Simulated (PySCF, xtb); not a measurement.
B(F)2(SiH3) (BF₂H₃Si), SMILES FB(F)[SiH3]. Atoms are numbered in the order given.

```xyz
7

B     -0.4469     0.1871    -0.3321
F     -1.5944    -0.4663    -0.4596
F     -0.3434     1.3189    -1.0189
Si     1.0875    -0.4793     0.8305
H      1.4695     0.5801     1.8061
H      2.2690    -0.7638    -0.0325
H      0.7110    -1.7154     1.5669
```

Geometry optimised at TPSSh-D3(BJ)/def2-SVP.

Level of theory: IEF-PCM-ωB97X/def2-SVP in PySCF 2.14.0.

The values are the electrostatic part of the solvation free energy, E(continuum) − E(gas) at the gas-phase geometry, in a cavity of scaled van der Waals radii (PySCF's table); cavitation and dispersion terms are not included. In vacuum the orbital gap is 12.78 eV. The dipole moment in vacuum is 0.80 D.

```tsv
solvent	ε	ΔG(elec) (kcal/mol)	dipole (D)	gap (eV)
water	78.36	-1.4	0.90	12.84
cyclohexanone	15.62	-1.3	0.89	12.84
methanol	32.61	-1.4	0.89	12.84
```

For comparison, GFN2-xTB/ALPB(water) (xtb, at the GFN2-xTB geometry, all terms of that model) gives -0.5 kcal/mol.
